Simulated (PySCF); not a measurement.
Mg(I)(Et) (C₂H₅IMg), SMILES [CH2]([Mg][I])C.

The structure is a stationary point at PBE0-D3(BJ)/def2-SVP. The structure was generated by enumeration; whether it is a known compound was not checked. The def2 effective core potentials stand for the cores of I; spin–orbit coupling is left out. One conformer was computed; it need not be the lowest.

All values below come from PBE/def2-TZVP in PySCF.

Symmetry labels are those of the subgroup Cs that the program uses (full group Cs).

**Question.** List the valence orbital energies around the gap with their symmetry. (An estimate is asked for; the answer gives what the named calculation found.)

**Answer.** 
```tsv
orbital	symmetry	energy (eV)
HOMO−7	A"	-10.52
HOMO−6	A'	-9.96
HOMO−5	A'	-8.87
HOMO−4	A"	-8.14
HOMO−3	A'	-7.56
HOMO−2	A'	-6.25
HOMO−1	A"	-6.25
HOMO	A'	-5.81
LUMO	A'	-1.89
LUMO+1	A'	-1.06
LUMO+2	A"	-0.99
LUMO+3	A'	0.63
```
